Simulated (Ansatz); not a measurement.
C2H8S2Si, SMILES `CS[SiH](C)S`, relaxed with RKS PBE0-D4/def2-TZVP in Ansatz from a PBE-D4/def2-SVP geometry. The force threshold is 0.005 eV/Å; the program also tests the step.

The species carries charge 0 and has multiplicity 1.

Start:

```xyz
13

C    -0.361   -1.601    1.300
S    -1.127    0.063    1.456
Si   -0.047    1.114   -0.084
C    -0.305    0.403   -1.808
S     2.101    1.024    0.238
H    -0.642   -2.170    2.206
H     0.742   -1.515    1.250
H    -0.738   -2.137    0.407
H    -0.572    2.519    0.023
H    -1.385    0.406   -2.058
H     0.065   -0.640   -1.865
H     0.238    1.004   -2.566
H     2.031    1.530    1.501
```

```csv
step,energy (eV),largest force (eV/Å),largest move (Å)
1,-31743.4757,0.552,0.000
2,-31743.5305,0.175,0.029
3,-31743.5352,0.079,0.028
4,-31743.5359,0.049,0.024
5,-31743.5362,0.020,0.008
6,-31743.5362,0.009,0.004
7,-31743.5363,0.010,0.011
8,-31743.5363,0.009,0.004
9,-31743.5363,0.003,0.003
```

End:

```xyz
13

C    -0.364   -1.595    1.286
S    -1.090    0.061    1.449
Si   -0.042    1.100   -0.080
C    -0.301    0.393   -1.784
S     2.082    1.044    0.220
H    -0.679   -2.165    2.160
H     0.724   -1.536    1.271
H    -0.725   -2.096    0.388
H    -0.562    2.486    0.031
H    -1.365    0.394   -2.029
H     0.066   -0.633   -1.844
H     0.230    0.989   -2.530
H     2.026    1.558    1.460
```

It took 45 s on 4 threads of a server CPU on a shared host, with 0.7 GiB of host memory at the peak.
